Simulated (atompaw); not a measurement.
# terbium (Tb): from the effect back to the setting (PAW (atompaw))

Base potential:

atompaw 4.2.0.5 input, output lines left out:

```
Tb 65
GGA-PBESOL loggrid 2001 logderivrange -5 5 251
6 6 5 4 0 0
6 0 1.5
6 1 0
5 2 0
4 3 9
0 0 0
c
c
c
c
v
v
c
c
c
v
v
c
c
v
v
3
3.00 2.75 2.70 1.95
n
n
y
4.4
n
y
-0.25
n
bloechl sinc
4 0 vpsmatchnc
```

Cutoffs, loose and tight: the cutoffs (Ry, on a coarse ladder) from which the occupation-weighted sum of valence levels, in a spherical-Bessel basis at the reference potential, stays within 10 and 1 mRy of its value at 400 Ry. They see the waves, projectors and local potential, not the compensation charge or the core.

Only the r_vloc is moved (3 further runs of the sweep failed or gave no value and are left out):

```
r_vloc (bohr)  cutoff, loose  cutoff, tight  bound ghosts
         1.84         120 Ry         160 Ry             s
         1.98          90 Ry         110 Ry             s
         2.22          70 Ry          80 Ry             s
         2.34          55 Ry          70 Ry          none
         2.72          40 Ry          50 Ry          none
         2.88          35 Ry          45 Ry          none
```

Task: One more run gave cutoff, loose: 45 Ry; cutoff, tight: 55 Ry; bound ghosts: none. Which value of the r_vloc was used?

Result: 2.56 bohr. The loose cutoff moves one way along this sweep, from 120 Ry at 1.84 to 35 Ry at 2.88 bohr, which places the run between 2.34 and 2.72 bohr.
